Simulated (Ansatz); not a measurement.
Molecule: sum formula H5SiSO3 (charge +1, singlet). It need not be the lowest isomer of its formula. SMILES: S[Si](O)([OH2+])O
Structure (B3LYP-D3(BJ)/def2-TZVP (Ansatz, a program for electronic structure) minimum search):
```
Si
O 1 1.6033
H 2 0.9626 1 125.55
O 1 1.6056 2 120.04 3 -105.71
H 4 0.9623 1 125.55 2 94.16
O 1 1.8237 2 95.27 3 158.47
H 6 0.9728 1 119.16 2 -20.56
H 6 0.9735 7 111.47 1 -141.98
S 1 2.0770 2 112.93 3 42.46
H 9 1.3475 1 94.25 2 -171.34
```
Charge +1, spin multiplicity 1.

Parts of the frozen-core correlation energy in cc-pVTZ (Ansatz, hartree). Frozen orbitals: 13; correlated occupied orbitals by spin: 16 and 16; virtual: 199 and 199. Spin-orbit coupling is left out. No relativistic terms.

```tsv
term	value
reference (HF)	-914.02165
MP2 opposite-spin	-0.75771
MP2 same-spin	-0.25356
CCSD correlation	-1.03981
(T)	-0.03842
T1 diagnostic	0.011
largest doubles amplitude	0.025
```
